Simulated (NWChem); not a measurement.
All runs are NWChem calculations. System: CClF3, charge 0, spin multiplicity 1, displaced from the optimised geometry.

Input file:

```
start mol
memory heap 100 mb stack 700 mb global 1900 mb
geometry units angstroms nocenter noautoz noautosym
  F      0.561756    -0.847807     1.072132
  C     -0.024411    -0.352467     0.000000
  F      0.473831    -0.773506    -0.911312
  F     -1.290792    -0.719492     0.000000
  Cl     0.097175     1.402986     0.000000
end
basis spherical
  * library cc-pvdz
end
scf
  rhf
  nopen 0
  maxiter 100
  thresh 1e-7
  semidirect memsize 60000000 filesize 0
end
tce
  freeze core 9
  cr-ccsd(t)
  2eorb
  2emet 13
  thresh 1e-6
  maxiter 100
  tilesize 24
end
task tce energy
```

The output up to the point where the run's verdict is printed (cleaned and shortened):

```
             Northwest Computational Chemistry Package (NWChem) 7.3.0
             --------------------------------------------------------

                                NWChem Input Module
                                -------------------

 Scaling coordinates for geometry "geometry" by  1.889725989
 (inverse scale =  0.529177249)

                             Geometry "geometry" -> ""
                             -------------------------

 Output coordinates in angstroms (scale by  1.889725989 to convert to a.u.)

  No.       Tag          Charge          X              Y              Z
 ---- ---------------- ---------- -------------- -------------- --------------
    1 F                    9.0000     0.56175600    -0.84780700     1.07213200
    2 C                    6.0000    -0.02441100    -0.35246700     0.00000000
    3 F                    9.0000     0.47383100    -0.77350600    -0.91131200
    4 F                    9.0000    -1.29079200    -0.71949200     0.00000000
    5 Cl                  17.0000     0.09717500     1.40298600     0.00000000

 Effective nuclear repulsion energy (a.u.)     260.3913024910

            Nuclear Dipole moment (a.u.)
            ----------------------------
        X                 Y               Z
 ---------------- ---------------- ----------------
    -1.4954082049     1.2636881145     2.7351516014


 Summary of "ao basis" -> "" (spherical)
 ------------------------------------------------------------------------------
       Tag                 Description            Shells   Functions and Types
 ---------------- ------------------------------  ------  ---------------------
 *                          cc-pvdz                   on all atoms

 Summary of "ao basis" -> "ao basis" (spherical)
 ------------------------------------------------------------------------------
       Tag                 Description            Shells   Functions and Types
 ---------------- ------------------------------  ------  ---------------------
 F                          cc-pvdz                  6       14   3s2p1d
 C                          cc-pvdz                  6       14   3s2p1d
[...]
     2   2 0 0    -24.890924      0.000000     71.493324
     2   1 1 0     -0.223783      0.000000     11.223165
     2   1 0 1     -0.360957      0.000000      5.478792
     2   0 2 0    -23.858520      0.000000    181.126153
     2   0 1 1      0.533359      0.000000     -6.558265
     2   0 0 2    -24.396772      0.000000     63.634971

                   NWChem Extensible Many-Electron Theory Module
                   ---------------------------------------------


            General Information
            -------------------
      Number of processors :     1
         Wavefunction type : Restricted Hartree-Fock
          No. of electrons :    50
           Alpha electrons :    25
            Beta electrons :    25
           No. of orbitals :   148
            Alpha orbitals :    74
             Beta orbitals :    74
        Alpha frozen cores :     9
         Beta frozen cores :     9
     Alpha frozen virtuals :     0
      Beta frozen virtuals :     0
         Spin multiplicity : singlet
    Number of AO functions :    74
       Number of AO shells :    32
        Use of symmetry is : off
      Symmetry adaption is : off
         Schwarz screening : 0.10D-09

          Correlation Information
          -----------------------
          Calculation type : Coupled-cluster singles & doubles w/ perturbation
   Perturbative correction : Completely renormalized (T)
            Max iterations :      100
        Residual threshold : 0.10D-05
     T(0) DIIS level shift : 0.00D+00
     L(0) DIIS level shift : 0.00D+00
     T(1) DIIS level shift : 0.00D+00
     L(1) DIIS level shift : 0.00D+00
     T(R) DIIS level shift : 0.00D+00
     T(I) DIIS level shift : 0.00D+00
   CC-T/L Amplitude update :  5-th order DIIS
                I/O scheme : Global Array Library
        L-threshold :  0.10D-05
        EOM-threshold :  0.10D-05
 no EOMCCSD initial starts read in
 TCE RESTART OPTIONS
 SLICE:      F
 D4D5:       F
 quantumc:   F
 qrotation:  F
 pwtce:      F
 qducc:      F
 nacto:                         0
 nrotv:                         0
 nrot:                          0

            Memory Information
            ------------------
          Available GA space size is     249031324 doubles
          Available MA space size is     104853348 doubles

 Maximum block size supplied by input
 Maximum block size        24 doubles

 tile_dim =     17

 -------------------------------------------------

 Global array virtual files algorithm will be used

 Parallel file system coherency ......... OK

 4-electron integrals stored in orbital form

 v2    file size   =          3836785
 4-index algorithm nr.  13 is used
 imaxsize =       30
 imaxsize ichop =        0


CCSD iterations
 ---------------------------------------------------------
 Iter          Residuum       Correlation     Cpu    Wall
 ---------------------------------------------------------
    1   0.1972027486198  -0.8110921436495     0.7     0.7
    2   0.0478972952679  -0.8179288731326     0.8     0.8
    3   0.0148845088854  -0.8276905236310     0.8     0.8
    4   0.0055938944613  -0.8288047756049     0.8     0.8
    5   0.0020083433550  -0.8295694081730     0.8     0.8
    6   0.0004304773631  -0.8297824561062     0.8     0.8
    7   0.0001763479697  -0.8298268355882     0.8     0.8
    8   0.0000657434672  -0.8298279566705     0.8     0.8
    9   0.0000367577287  -0.8298287755274     0.8     0.8
   10   0.0000157558636  -0.8298298732198     0.8     0.8
   11   0.0000044772642  -0.8298304511642     0.8     0.8
   12   0.0000019456103  -0.8298305226813     0.8     0.8
   13   0.0000008835841  -0.8298306008987     0.8     0.8
 -----------------------------------------------------------------
 Iterations converged
 CCSD correlation energy / hartree =        -0.829830600898737
 CCSD total energy / hartree       =      -796.485261334856659

 Singles contributions

 Doubles contributions
 CR-CCSD(T)
```

The run crashed. NWChem stopped with the message: ccsd_t 3.
